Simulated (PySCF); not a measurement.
How methods differ on the ionisation energy of Sb+

Sb+ [Kr] 4d10 5s2 5p2 (3P) → Sb(2+) [Kr] 4d10 5s2 5p1 (2P), as a difference of total energies. Calculation: PySCF 2.14, in x2c-QZVPPall (13s9p7d4f1g, 112 functions); the spin-free X2C one-electron Hamiltonian (Gaussian nucleus). Correlated levels: valence: [Kr] 4d10 frozen; valence and next inner shell: [Ar] 3d10 frozen. The calculations carry no spin-orbit coupling.

Problem. Order these methods by the ionisation energy they give, lowest first.
A. SCS-MP2 (valence)
B. ROHF
C. PW91
D. SCS-MP2 (valence and next inner shell)

Solution. B (15.987 eV), A (16.285 eV), D (16.417 eV), C (16.547 eV).

A first-order spin-orbit estimate (lowest level to lowest level, LS coupling) adds -0.068 eV.

Errors of the correlated levels include the incompleteness of this basis and the frozen core.

For comparison: 16.626 ± 0.025 eV (measured; NIST Atomic Spectra Database, ionization energies).
